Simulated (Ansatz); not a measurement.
Input for Ansatz (a quantum-chemistry and plane-wave program): R-PBE0/def2-TZVPP on CH2O2 (SMILES O=CO).

Ansatz 0.2 input:
```yaml
crystal:
  periodic: [false, false, false]
  atoms:
    - {symbol: O, position_ang: [-0.84764171, -0.48037179, 0.00000000]}
    - {symbol: C, position_ang: [0.18450704, 0.38042351, -0.00000000]}
    - {symbol: O, position_ang: [1.34044967, 0.07066253, 0.00000000]}
    - {symbol: H, position_ang: [-0.48194383, -1.38093107, -0.00000000]}
    - {symbol: H, position_ang: [-0.19527117, 1.41001682, 0.00000000]}
basis:
  gaussian:
    orbitals: def2-TZVPP
hamiltonian:
  xc: {name: PBE0}
scf: {lower_state_search: off}
```

Output:

```
WARN ansatz: RAYON_NUM_THREADS=4 ignored (pool sized by the plan → 4); use --threads N
Functional definition: PBE0
these checks for a lower state are left out or cut short: stability, starts, cluster_reference, orbital_swaps, neighbouring_geometries, increment
integrals: 0.03 GiB planned
600 factors; their error is unknown
mean field: 0.33 GiB planned
mean field evaluation 1: about -5156.1303 eV, gradient 5.2e1 eV
mean field evaluation 2: about -5150.6671 eV, gradient 7.7e1 eV
mean field evaluation 4: about -5160.3796 eV, gradient 4.2e0 eV
mean field evaluation 8: about -5160.4061 eV, gradient 3.2e-2 eV
mean field evaluation 16: about -5160.4176 eV, gradient 5.0e-6 eV
mean field -5160.41762917 eV, -189.6418500153 hartree, gradient 5.0e-6 eV, S^2 0.000000; 0 other end points of the search recorded, 0 dependent functions left out
reference -5160.41764913 eV, -189.6418507487 hartree; 12, 12 occupied and 109, 109 virtual orbitals, 600 factors
Total energy: -5160.41764913 eV, -189.6418507487 hartree
Checks for a lower state left out: stability, starts, cluster_reference, orbital_swaps, neighbouring_geometries, increment
```

The calculation finished and met its thresholds.

Cost: around 1.8 core-seconds (rough).
